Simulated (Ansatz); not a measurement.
One change: `O=CC(F)BF` becomes `C[SiH2]C(F)BF`.

Ansatz, PBE0-D4/def2-TZVP geometries, multiplicity 1. Each molecule was computed in one conformer, which needn't be the lowest.

```tsv
property	`O=CC(F)BF`
LUMO energy (ωB97M-V/def2-TZVPP) / eV	0.32
HOMO–LUMO gap (PBE/def2-TZVPP) / eV	3.57
HOMO–LUMO gap (B3LYP/def2-TZVPP) / eV	5.72
HOMO energy (ωB97M-V/def2-TZVPP) / eV	-10.37
HOMO–LUMO gap (ωB97M-V/def2-TZVPP) / eV	10.69
HOMO energy (PBE/def2-TZVPP) / eV	-6.40
```

**Question.** What does the change do to each property? (An estimate is asked.)

**Answer.** Ansatz gave: 
```
                               property  `C[SiH2]C(F)BF`  shift
  LUMO energy (ωB97M-V/def2-TZVPP) / eV             0.98   0.66
    HOMO–LUMO gap (PBE/def2-TZVPP) / eV             4.91   1.34
  HOMO–LUMO gap (B3LYP/def2-TZVPP) / eV             6.90   1.18
  HOMO energy (ωB97M-V/def2-TZVPP) / eV           -10.58  -0.21
HOMO–LUMO gap (ωB97M-V/def2-TZVPP) / eV            11.56   0.87
      HOMO energy (PBE/def2-TZVPP) / eV            -6.84  -0.44
```

With PBE0 the HOMO falls by 0.31 eV and the LUMO rises by 0.84 eV, so the gap widens by about 1.15 eV. PBE moves the HOMO by -0.44 eV and ωB97M-V by -0.21 eV.

B3LYP here is the variant with VWN-RPA as its local correlation; programs differ in this.
